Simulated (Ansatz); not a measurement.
Basis-set extrapolation for CH$_{7}$BOSi, SMILES `BC(O)[SiH3]` (PBE0-D4/def2-TZVP geometry, frozen core, the Gaussian-basis code of Ansatz). Multiplicity 1, RHF reference.

```tsv
	def2-TZVPP	def2-QZVPP
HF	-430.448121	-430.464033
MP2 correlation	-0.648542	-0.694992
CCSD(T) correlation	-0.721320	not run
```

Energies in hartree. Use E(X) = E(∞) + A·exp(−7.88·√X) for Hartree–Fock and E(X) = E(∞) + B·X^(−2.97) for correlation, with X = 3 and 4, and add CCSD(T) minus MP2 of the smaller set to the MP2 limit.

**Question.** What is the CCSD(T) energy at the basis-set limit?

**Answer.** HF limit: -430.464033 + (-0.015912) × 0.13774 = -430.46622. MP2 limit: -0.694992 + (-0.046450) × 0.74074 = -0.72940. Higher-order term: -0.721320 − (-0.648542) = -0.07278. Total: -431.26840 hartree, 2.69 eV below CCSD(T)/def2-TZVPP.
